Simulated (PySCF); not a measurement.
A calculated (r2SCAN, PySCF 2.14, x2c-TZVPPall with one added diffuse shell each of s, p, d, f type, scalar relativity by spin-free X2C-1e) atom or ion has these occupied shells.

```
shell  electrons  orbital energy (eV)  rms radius, mean of both spins (bohr)
 1s α          1             -69353.6                                 0.0208
 1s β          1             -69353.6                                 0.0208
 2s α          1             -12002.2                                 0.0839
 2s β          1             -12001.9                                 0.0839
 2p α          3             -10530.4                                 0.0763
 2p β          3             -10530.2                                 0.0763
 3s α          1              -2781.4                                  0.215
 3s β          1              -2781.3                                  0.215
 3p α          3              -2341.2                                  0.216
 3p β          3              -2341.2                                  0.216
 3d α          5              -1817.4                                  0.197
 3d β          5              -1817.3                                  0.197
 4s α          1              -585.54                                  0.478
 4s β          1              -585.34                                  0.478
 4p α          3              -439.70                                  0.509
 4p β          3              -439.52                                  0.509
 4d α          5              -249.66                                  0.550
 4d β          5              -249.44                                  0.550
 5s α          1              -88.751                                   1.14
 5s β          1              -86.960                                   1.14
 5p α          3              -53.019                                   1.33
 5p β          3              -50.438                                   1.33
 4f α          7              -41.429                                  0.681
 4f β          7              -40.954                                  0.681
 6s α          1              -13.303                                   3.09
 5d α          4              -13.183                                   2.13
```

(1) Name the element and its charge.

## Answers

(1) W⁺ (tungsten, charge +1), in [Xe] 4f14 5d4 6s1, high-spin 6D determinant.
